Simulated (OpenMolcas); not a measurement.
# Co3+: effect of the basis set

| Quantity | Value |
| --- | --- |
| Program | OpenMolcas 26.06 |
| Method | SS-RASPT2, IPEA 0.25 Eh, imaginary shift 0.1 Eh (closed shells correlated: 3s) |
| Active space | 12 electrons in 8 orbitals (RAS1 3p, at most 2 holes; RAS2 3d) |
| State averaging | 2S+1 = 5 even, 5 roots; 2S+1 = 3 even, 45 roots; 2S+1 = 1 even, 44 roots |
| Spin-orbit coupling | RASSI with atomic mean-field integrals over the reference wave functions, term energies averaged over their components |

A. ANO-RCC-VTZP [6s5p3d2f1g], DKH2, point nucleus; CASPT2 step about 40 core-seconds
B. ANO-R2 [7s5p4d2f1g], X2C, finite nucleus; CASPT2 step about 40 core-seconds
C. ANO-RCC-VQZP [7s6p4d3f2g1h], DKH2, point nucleus; CASPT2 step roughly 110 core-seconds

Energies in cm⁻¹ above 3d⁶ ⁵D₄, the measured ground level; measured values from Sugar and Corliss, J. Phys. Chem. Ref. Data 10, 1097 (1981).

```tsv
Level	A	B	C	Measured
3d⁶ ⁵D₄	0.0	0.0	0.0	0.0
3d⁶ ⁵D₃	662	623	622	639
3d⁶ ⁵D₂	1117	1054	1052	1078
3d⁶ ⁵D₁	1407	1330	1327	
3d⁶ ⁵D₀	1549	1464	1462	1494
3d⁶ ³P₂(1)	23360	23310	23380	22883
3d⁶ ³H₆	23720	23790	23700	23680
3d⁶ ³H₅	24040	24090	24010	24032
3d⁶ ³H₄	24250	24300	24220	24272
3d⁶ ³P₁(1)	25310	25160	25220	24729
3d⁶ ³F₄(1)	25700	25720	25730	25396
3d⁶ ³F₃(1)	26080	26070	26090	25736
3d⁶ ³P₀(1)	26090	25910	25960	25449
3d⁶ ³F₂(1)	26360	26340	26350	25969
3d⁶ ³G₅	29280	29360	29330	29022
3d⁶ ³G₄	29880	29910	29890	29592
3d⁶ ³G₃	30130	30150	30120	29868
3d⁶ ¹I₆	36180	36210	36080	35943
3d⁶ ³D₁	36990	36990	37120	36382
3d⁶ ³D₂	37000	37000	37140	36348
3d⁶ ³D₃	37210	37200	37340	36554
3d⁶ ¹G₄(1)	37400	37270	37320	36683
3d⁶ ¹S₀	42230	42100	42250	41442
3d⁶ ¹D₂	43980	43860	43960	42342
```

Deviations, from unrounded energies. A percentage is the sum of absolute deviations over the sum of measured energies, with the sign that they share, or ± where signs differ.

| Against measurement | Levels | A | B | C |
| --- | --- | --- | --- | --- |
| mean absolute deviation (cm-1) | 22 | 410 | 390 | 410 |
| fine structure of the ground term (%) | 3 | +3.6 | -2.1 | -2.3 |
| other terms of the ground configuration (%) | 19 | ±1.5 | +1.5 | ±1.6 |

A, B lie about equally close to measurement and C furthest from it. The largest miss of B in the table is 3d⁶ ¹D₂, by +1500 cm-1. The ranking rests on the paired levels alone, and a cruder setting can come out closer through cancelling errors.

The two smallest mean deviations differ by little beside CASPT2's spread within terms, so their order carries little weight.

Among A to C the level of the table that moves most is 3d⁶ ³P₀(1), by 180 cm-1 (lowest in B, highest in A). Moves below CASPT2's spread within the term are not significant.

CASPT2 does not keep the components of a term degenerate, so their means are used; among the terms shown or strongly mixed into the levels shown the widest spread is 300 cm-1 (3d⁶ ¹G(1), B). Active for correlation alone: 3p; no level in the range computed is led by a configuration that opens it, so any true level of that kind is missing. The CASPT2 spread within a term exceeds the gap to the next term for 3d⁶ ³D and 3d⁶ ¹G(1), so the order of their levels is uncertain (figures for A; the like holds for B, C). Some levels mix across a computed gap that differs much from the measured one, so their mixing is not that of the real levels (holds for C). Measured partners are found by configuration, term and J. A level has none where our copy of the source lacks it or the pairing is in doubt (some pairs that miss far off the trend of their configuration count as doubtful), and it then counts in no deviation. Only configurations of the active space appear. The table leaves out levels that lie high or whose names do not pair safely across all columns.

A number in round brackets counts repeated terms of one configuration in the order of the reference energies.
